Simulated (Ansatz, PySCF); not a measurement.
Caution: the highest occupied level lies above zero, so the state may not be bound. This singlet lies 0.69 eV below the relaxed triplet at the level frozen-core CCSD(T)/aug-cc-pVTZ // B3LYP-D3(BJ)/def2-SVPD (Ansatz, a first-principles code).

B3LYP has the VWN-RPA correlation part, as in Gaussian. 

**HBF, SMILES `[BH-]F` (lower singlet) (charge -1, multiplicity 1)**

Method: B3LYP-D3(BJ)/def2-TZVPD // B3LYP-D3(BJ)/def2-SVPD in PySCF 2.14.0.

The HOMO is 1.49 eV, the total energy comes out as -125.3226 Ha and the cost is roughly 8 core-seconds.

Bond lengths (Å): B1–F2 1.407, B1–H3 1.273. Angles (°): F2–B1–H3 102.6.
Charge -1, spin multiplicity 1.
